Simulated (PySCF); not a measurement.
Two structures of GaH4Cl, singlet, reached by relaxing down either side of one saddle point (PBE0-D4/def2-TZVP). Energies are electronic, without zero-point energy. Program: PySCF 2.14 with density fitting (its default auxiliary sets; JK sets also for MP2 and CCSD(T)). Basis: def2-TZVPP and def2-QZVPP. Cores are frozen in the correlated methods. Filled d shells of the heavier atoms are correlated. The def2 sets are not built for correlating such inner shells, so the correlated values are less sure here. Extrapolation: Hartree–Fock as exp(−7.88 √X), correlation as X^−2.97. First:

Ga1  (-0.564, 0.681, 0.203)
H2  (-0.033, 1.026, -1.241)
H3  (0.133, 1.327, 1.451)
H4  (-1.928, -0.079, 0.358)
H5  (1.418, -1.345, -0.975)
Cl6  (0.990, -1.596, 0.208)
(Å)

Second:

```
6
angstrom
Ga -0.4930 0.2224 0.6355
H 0.6958 0.2743 -1.6203
H 0.2857 1.5203 0.9977
H -1.8329 0.0590 -0.1388
H 0.9621 -0.3679 -1.3353
Cl 0.3275 -1.5994 1.4483
```

(1) Which bonds change from the first to the second?

(2) Give the saddle point's structure and its height above each. (An estimate is asked for; the value comes from the calculation.)

The T1 diagnostic stays at or below 0.013.

## Answers

(1) GaH₃ + HCl → GaH₂Cl ([Cl][GaH2]) + H₂; bonds formed: Ga1–Cl6, H2–H5; bonds broken: Ga1–H2, H5–Cl6.

(2) The calculation gives: 7.91 kcal/mol above the first and 31.65 kcal/mol above the second (CCSD(T) at an estimated basis limit (MP2 extrapolated from triple and quadruple zeta, plus CCSD(T) − MP2 in triple zeta)).
```
atom    x (Å)    y (Å)    z (Å)
 Ga1  -0.4328   0.5321   0.1570
  H2   0.4887   0.1982  -1.2089
  H3   0.2595   1.5647   1.0856
  H4  -1.9168   0.1185  -0.0300
  H5   0.8053  -0.7613  -0.5874
 Cl6   0.7961  -1.6524   0.5837
```

Labels in which every atom is bracketed show which atoms are joined, not bond orders.

For scale, one of the runs: CCSD(T)/def2-TZVPP, 146 basis functions, launched by `OMP_NUM_THREADS=4 python run.py`. Hardware: 4 CPU threads of an AMD EPYC 9B14, shared host. Wall time 48 s; peak host memory 1 GiB.
